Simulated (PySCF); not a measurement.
A structure optimised at r2SCAN-D4/def2-SVP, used in a PySCF frequency run:

```xyz
12

Si     0.9279     0.4164     0.0000
C      1.7481    -0.2649    -1.5450
C      1.7481    -0.2649     1.5450
Se    -1.3335    -0.0185     0.0000
H      0.9711     1.9106     0.0000
H      1.6677    -1.3636    -1.5811
H      1.2781     0.1392    -2.4546
H      2.8199    -0.0042    -1.5631
H      1.2781     0.1392     2.4546
H      1.6677    -1.3636     1.5811
H      2.8199    -0.0042     1.5631
H     -1.1297    -1.4772     0.0000
```

**Question.** Write its SMILES, formula and point group.

**Answer.** C[SiH](C)[SeH], C2H8SeSi, Cs

**Question.** What are its rotational constants (standard atomic weights)?

**Answer.** 5.2823, 1.8269, 1.4870 GHz
